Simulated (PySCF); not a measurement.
Compound: C8H12.
Bonds: C1–C2 (double), C2–C3, C3–C4 (double), C4–C5 (double), C5–C6, C3–C7, C7–C8. Hydrogens: H9, H10 on C1; H11 on C2; H12 on C5; H13, H14, H15 on C6; H16, H17 on C7; H18, H19, H20 on C8.

The same species was optimised twice, with GFN2-xTB and with PBE0-D3(BJ)/def2-SVP (PySCF), and the same property calculations (PySCF, gas phase) were run on both structures.

| coordinate | GFN2-xTB | PBE0-D3(BJ)/def2-SVP | change |
| --- | --- | --- | --- |
| C4=C5 (Å) | 1.295 | 1.309 | +0.014 |
| C1=C2 (Å) | 1.328 | 1.340 | +0.012 |
| C3=C4 (Å) | 1.311 | 1.323 | +0.012 |
| C2–C3 (Å) | 1.457 | 1.468 | +0.011 |
| C3–C7 (Å) | 1.511 | 1.514 | +0.003 |
| C7–C8 (Å) | 1.529 | 1.526 | -0.003 |
| C5–C6 (Å) | 1.501 | 1.501 | 0.000 |
| C3–C7–C8 (°) | 111.1 | 113.0 | +1.9 |
| C4–C5–C6 (°) | 124.2 | 125.4 | +1.2 |
| C3–C4–C5 (°) | 179.0 | 179.7 | +0.7 |
| C4–C3–C7 (°) | 120.2 | 120.5 | +0.3 |
| C1–C2–C3 (°) | 126.2 | 125.9 | -0.3 |
| C2–C3–C4 (°) | 119.5 | 119.2 | -0.3 |
| C2–C3–C7 (°) | 120.3 | 120.2 | -0.1 |
| C1–C2–C3–C4 (°) | -178 | -178 | 0 |
| C2–C3–C7–C8 (°) | 80 | 78 | -2 |

Rotational constants: A = 2968, B = 1191, C = 957.7 MHz (GFN2-xTB) against A = 2948, B = 1160, C = 932.5 MHz (PBE0-D3(BJ)/def2-SVP). Point groups within 0.08 Å: C1 and C1. Atoms that the bonding makes alike are paired by their places after alignment.

On the GFN2-xTB structure: HOMO (eV) -6.46 [PBE0/pcSseg-1]; LUMO (eV) -0.53 [PBE0/pcSseg-1]; dipole (D) 0.69 [PBE0/pcSseg-1]; GIAO shielding of C1 (ppm) 70.1 [PBE0/pcSseg-1]; GIAO shielding of C2 (ppm) 44.4 [PBE0/pcSseg-1]; GIAO shielding of C3 (ppm) 74.5 [PBE0/pcSseg-1]; GIAO shielding of C4 (ppm) -35.2 [PBE0/pcSseg-1]; GIAO shielding of C5 (ppm) 96.1 [PBE0/pcSseg-1]; GIAO shielding of C6 (ppm) 168.4 [PBE0/pcSseg-1]; GIAO shielding of C7 (ppm) 159.5 [PBE0/pcSseg-1]; GIAO shielding of C8 (ppm) 169.6 [PBE0/pcSseg-1].

Problem. What do these properties become on the PBE0-D3(BJ)/def2-SVP structure?

Solution. 
```tsv
property	level	on GFN2-xTB	on PBE0-D3(BJ)/def2-SVP	change
HOMO (eV)	PBE0/pcSseg-1	-6.46	-6.45	+0.01
LUMO (eV)	PBE0/pcSseg-1	-0.53	-0.60	-0.07
dipole (D)	PBE0/pcSseg-1	0.69	0.70	+0.01
energy, GFN2-xTB geometry as zero (kcal/mol)	PBE0/pcSseg-1	0.0	-0.6	-0.6
GIAO shielding of C1 (ppm)	PBE0/pcSseg-1	70.1	66.3	-3.8
GIAO shielding of C2 (ppm)	PBE0/pcSseg-1	44.4	41.4	-3.0
GIAO shielding of C3 (ppm)	PBE0/pcSseg-1	74.5	72.4	-2.1
GIAO shielding of C4 (ppm)	PBE0/pcSseg-1	-35.2	-39.9	-4.7
GIAO shielding of C5 (ppm)	PBE0/pcSseg-1	96.1	93.4	-2.7
GIAO shielding of C6 (ppm)	PBE0/pcSseg-1	168.4	167.0	-1.4
GIAO shielding of C7 (ppm)	PBE0/pcSseg-1	159.5	158.5	-1.0
GIAO shielding of C8 (ppm)	PBE0/pcSseg-1	169.6	168.1	-1.5
```

The heavy atoms differ by 0.037 Å rms after alignment (one structure mirrored). Among bonds between heavy atoms C4=C5 changes most (+0.014 Å). Changes are differences of the printed values. Neither structure is proved a minimum here.

Shape of the structure used: `[CH2:1]=[CH:2][C:3](=[C:4]=[CH:5][CH3:6])[CH2:7][CH3:8]`: C1–C2–C3–C4 -178°, C2–C3–C7–C8 78°.
